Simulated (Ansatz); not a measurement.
Gas-phase electronic energies from Ansatz, PBE0-D4/def2-TZVP geometries. CBS: MP2 limit from def2 TZ/QZ plus the TZ coupled-cluster correction, frozen cores. This one scheme is used for every species. DFT in def2-TZVPP. B3LYP here is the variant with VWN-RPA as its local correlation; programs differ in this. One conformer a species, not always the lowest.

Reaction (cleavage of the Si–P bond): `O[SiH2]P[SiH3]` + `CO[SiH2]N` → `CO[SiH2]N[SiH2]O` + `[SiH3]P`

`O[SiH2]P[SiH3]`:

```xyz
11

O     1.076    1.526    0.629
Si   -0.548    1.285    0.781
P    -1.431   -0.373   -0.451
Si    0.377   -1.713   -0.424
H     1.423    1.705   -0.246
H    -1.311    2.515    0.431
H    -0.751    0.940    2.206
H    -1.136    0.228   -1.706
H     1.597   -1.080   -0.990
H     0.631   -2.098    0.987
H     0.074   -2.934   -1.215
```

`CO[SiH2]N`:

Cartesian coordinates in Å:
```
C 1.503 -0.317 0.797
O 0.586 -1.008 -0.014
Si -0.955 -0.485 -0.259
N -1.131 1.028 -1.027
H 1.753 0.663 0.374
H 1.113 -0.168 1.812
H 2.419 -0.907 0.864
H -1.631 -0.331 1.058
H -1.540 -1.548 -1.104
H -1.226 1.885 -0.510
H -0.892 1.188 -1.990
```

`CO[SiH2]N[SiH2]O`:

Z-matrix (Å, degrees):
```
C
O 1 1.412
H 1 1.096 2 111.3
H 1 1.096 2 111.6 3 121.3
H 1 1.091 2 108.4 3 -119.2
Si 2 1.654 1 121.6 3 -59.9
N 6 1.718 2 111.1 1 -68.3
H 6 1.477 2 103.3 1 171.0
H 6 1.488 2 110.3 1 50.4
Si 7 1.729 6 123.7 2 -54.4
H 7 1.009 6 117.1 2 112.8
O 10 1.640 7 107.3 6 9.8
H 10 1.490 7 108.0 6 132.5
H 10 1.483 7 114.0 6 -106.7
H 12 0.963 10 117.0 7 34.8
```

`[SiH3]P`:

```xyz
7

Si    0.528    0.116   -0.615
P    -0.322   -0.476    1.388
H     1.084   -1.104   -1.256
H     1.632    1.082   -0.378
H    -0.466    0.733   -1.533
H    -1.460   -1.112    0.822
H    -0.996    0.761    1.573
```

```csv
level,ΔE (kcal/mol),difference from CCSD(T)/CBS
PBE0-D4,-8.1,2.4
B3LYP-D4,-10.7,-0.2
ωB97X-V,-10.5,0.0
PBE,-6.5,4.0
r2SCAN,-9.3,1.2
PBE0,-7.7,2.8
HF/def2-TZVPP,-13.2,-2.7
CCSD/def2-TZVPP,-11.8,-1.3
MP2/def2-QZVPP,-10.5,0.0
HF/CBS(def2),-13.4,-2.9
CCSD(T)/CBS,-10.5,0
```

Largest T1 diagnostic among the species: 0.013.

In def2-TZVPP, CCSD(T) changes the Hartree–Fock value by +1.8 kcal/mol (the triples alone add +0.5 kcal/mol) and MP2 by +2.3 kcal/mol. From PBE to PBE0 (25 % exact exchange), in def2-TZVPP and without D4, ΔE moves by −1.2 kcal/mol.
